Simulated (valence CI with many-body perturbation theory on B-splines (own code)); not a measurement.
**Energy levels of Co²⁰⁺**

Calculated by configuration interaction combined with many-body perturbation theory (CI+MBPT): five valence electrons over a frozen Dirac-Fock core [He], radial functions for each j: 9 s, 9 p, 8 d, 6 f, 3 g, 1 h, with the one-electron correlation potential Σ1, the two-electron term Σ2, the three-electron term Σ3, Breit, model QED; selected CI, second order for the rest (own B-spline code, finite nucleus).

No measured levels were compared; by estimate levels of excited configurations hold to 0.05 to 0.15 % of their energy, terms of the ground configuration to about 0.5 %. Among the levels kept, up to 2100 cm⁻¹ of a level comes from second order outside the variational space, and about a tenth of that is noise between levels of different J, which matters for small intervals.

Levels 1 to 45 of 83, with energies above the lowest level, 2s²2p³ ⁴S°_3/2. "Leading %" is the weight of the configuration and term that name the level; weights of strongly mixed levels are sums over their largest components and can fall short. In the jj column 3d3/2^4 stands for four electrons in 3d with j = 3/2.

```csv
No.,Configuration,Term,J,E (× 10³ cm⁻¹),Leading %,Leading jj,g
1,2s²2p³,⁴S°,3/2,0.00,84,2s^2 2p1/2^2 2p3/2 (60 %),1.876
2,2s²2p³,²D°,3/2,147.26,72,2s^2 2p1/2 2p3/2^2 (65 %),1.016
3,2s²2p³,²D°,5/2,191.83,100,2s^2 2p1/2 2p3/2^2 (100 %),1.196
4,2s²2p³,²P°,1/2,280.66,98,2s^2 2p1/2 2p3/2^2 (98 %),0.660
5,2s²2p³,²P°,3/2,359.47,69,2s^2 2p3/2^3 (91 %),1.231
6,2s2p⁴,⁴P,5/2,799.09,96,2s 2p1/2^2 2p3/2^2 (83 %),1.583
7,2s2p⁴,⁴P,3/2,879.64,97,2s 2p1/2 2p3/2^3 (78 %),1.712
8,2s2p⁴,⁴P,1/2,903.28,94,2s 2p1/2^2 2p3/2^2 (44 %),2.622
9,2s2p⁴,²D,3/2,1107.9,91,2s 2p1/2 2p3/2^3 (52 %),0.850
10,2s2p⁴,²D,5/2,1128.8,96,2s 2p1/2 2p3/2^3 (83 %),1.211
11,2s2p⁴,²S,1/2,1268.4,69,2s 2p1/2^2 2p3/2^2 (56 %),1.672
12,2s2p⁴,²P,3/2,1319.0,93,2s 2p1/2 2p3/2^3 (70 %),1.295
13,2s2p⁴,²P,1/2,1435.3,73,2s 2p3/2^4 (61 %),1.032
14,2p⁵,²P°,3/2,2070.5,98,2p1/2^2 2p3/2^3 (98 %),1.330
15,2p⁵,²P°,1/2,2198.2,98,2p1/2 2p3/2^4 (98 %),0.660
16,2s²2p²3s,⁴P,1/2,7826.0,74,2s^2 2p1/2^2 3s (87 %),2.308
17,2s²2p²3s,⁴P,3/2,7908.3,92,2s^2 2p1/2 2p3/2 3s (97 %),1.704
18,2s²2p²3s,²P,1/2,7938.9,80,2s^2 2p1/2 2p3/2 3s (94 %),1.037
19,2s²2p²3s,⁴P,5/2,7955.2,75,2s^2 2p1/2 2p3/2 3s (79 %),1.503
20,2s²2p²3s,²P,3/2,7986.0,61,2s^2 2p1/2 2p3/2 3s (89 %),1.151
21,2s²2p²3p,⁴D°,1/2,8037.6,51,2s^2 2p1/2^2 3p1/2 (87 %),0.729
22,2s²2p²3p,⁴D°,3/2,8089.5,56,2s^2 2p1/2^2 3p3/2 (72 %),1.330
23,2s²2p²3s,²D,5/2,8105.5,75,2s^2 2p3/2^2 3s (79 %),1.291
24,2s²2p²3p,²S°,1/2,8116.5,41,2s^2 2p1/2 2p3/2 3p1/2 (89 %),1.439
25,2s²2p²3s,²D,3/2,8117.6,63,2s^2 2p3/2^2 3s (88 %),1.000
26,2s²2p²3p,⁴D°,3/2,8145.8,34,2s^2 2p1/2 2p3/2 3p1/2 (81 %),1.247
27,2s²2p²3p,⁴D°,5/2,8161.2,84,2s^2 2p1/2 2p3/2 3p3/2 (78 %),1.376
28,2s²2p²3p,⁴P°,1/2,8174.9,62,2s^2 2p1/2 2p3/2 3p3/2 (83 %),2.210
29,2s²2p²3p,⁴P°,5/2,8179.1,43,2s^2 2p1/2 2p3/2 3p1/2 (63 %),1.346
30,2s²2p²3p,²D°,3/2,8194.9,58,2s^2 2p1/2 2p3/2 3p3/2 (93 %),1.182
31,2s²2p²3p,⁴D°,7/2,8208.4,77,2s^2 2p1/2 2p3/2 3p3/2 (77 %),1.366
32,2s²2p²3p,⁴S°,3/2,8231.3,57,2s^2 2p1/2 2p3/2 3p3/2 (42 %),1.794
33,2s²2p²3s,²S,1/2,8245.2,85,2s^2 2p3/2^2 3s (88 %),1.986
34,2s²2p²3p,²P°,3/2,8255.5,66,2s^2 2p1/2 2p3/2 3p3/2 (38 %),1.304
35,2s²2p²3p,²F°,5/2,8264.1,31,2s^2 2p1/2 2p3/2 3p3/2 (52 %),1.225
36,2s²2p²3p,²P°,1/2,8289.2,71,2s^2 2p3/2^2 3p3/2 (47 %),0.858
37,2s²2p²3d,⁴F,3/2,8335.5,58,2s^2 2p1/2^2 3d3/2 (86 %),0.680
38,2s²2p²3p,²F°,5/2,8347.9,39,2s^2 2p3/2^2 3p3/2 (61 %),1.201
39,2s2p³3s,⁶S°,5/2,8356.4,82,2s 2p1/2 2p3/2^2 3s (41 %),1.867
40,2s²2p²3d,⁴F,5/2,8362.0,44,2s^2 2p1/2^2 3d5/2 (75 %),1.169
41,2s²2p²3p,²F°,7/2,8364.1,78,2s^2 2p3/2^2 3p3/2 (77 %),1.201
42,2s²2p²3p,²D°,3/2,8365.8,54,2s^2 2p3/2^2 3p1/2 (60 %),1.103
43,2s²2p²3p,²D°,5/2,8386.1,79,2s^2 2p3/2^2 3p1/2 (67 %),1.179
44,2s²2p²3p,²P°,1/2,8393.1,92,2s^2 2p1/2 2p3/2 3p3/2 (55 %),0.743
45,2s²2p²3d,²P,3/2,8424.6,44,2s^2 2p1/2 2p3/2 3d3/2 (90 %),1.027
```

Names give the largest LS component (configuration and term), which can be under half, so a name can repeat, a term be missing and a line seem to break the LS rules; names also repeat where a configuration has a term twice.

The ionisation energy to 2s²2p² ³P0 of the next ion comes out as 1722.8 eV (NIST: 1724 ± 3 eV (semi-empirical)). All 83 levels together are meant to be complete up to 8764.6 × 10³ cm⁻¹.
